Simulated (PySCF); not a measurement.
Cu(PH3)(NH2) (singlet state).
Structure used (PBE0-D3(BJ)/def2-SVP), in Å, numbered top down from 1:
```xyz
8
CuH5NP angstrom
Cu     0.0058    0.0155   -0.5224
P      0.0019   -0.0016    1.6314
H     -1.1204   -0.5453    2.3117
H      0.0985    1.2003    2.3872
H      1.0072   -0.7244    2.3284
N      0.0028    0.0312   -2.3193
H      0.8266    0.0002   -2.9091
H     -0.8224    0.0241   -2.9079
```

Method used: PBE0-D3(BJ)/def2-SVP geometry optimisation, gas phase in PySCF 2.14.0.

Task: Which atoms are bound to Cu1, and at what distances?

Result: 2 atoms: N6 1.797 Å, P2 2.154 Å. The nearest atom not counted as bound is H7, at 2.52 Å (others tie with it).

Task: What is the shape at Cu1?

Result: Linear: angle 179.8°.

Task: What are the other bond lengths?

Result: P2–H3, P2–H4, P2–H5 1.421 Å; N6–H7, N6–H8 1.014 Å.

Point group: near Cs, missed by 0.09 Å at most; the miss may be what the optimiser left on a soft mode. Charge 0, singlet. PBE0-D3(BJ)/def2-SVP frequencies: not computed here.

On one thread of an Arm Neoverse V2, shared host, this took 11 s. This is the geometry optimisation.
